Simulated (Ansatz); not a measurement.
The cluster Zn₂Se₂. Charge 0, multiplicity 1. Geometry relaxed at B3LYP-D4/def2-SVP.

```tsv
atom	x (Å)	y (Å)	z (Å)
Zn1	0.742	-0.981	0.174
Zn2	-0.742	0.980	-0.177
Se3	1.622	1.210	-0.106
Se4	-1.623	-1.209	0.108
```

The structure comes from a short search, and lower isomers may exist.

Problem. Estimate the harmonic wavenumbers at RKS B3LYP-D4/def2-SVP (Ansatz, unscaled). Is this a minimum?

Solution. 92, 179, 182, 210, 273, 309 cm⁻¹. Yes, no mode is imaginary beyond noise. Zero-point energy 7.5 kJ/mol. Run time 87 s (4 threads of Arm Neoverse N1 on a shared host).
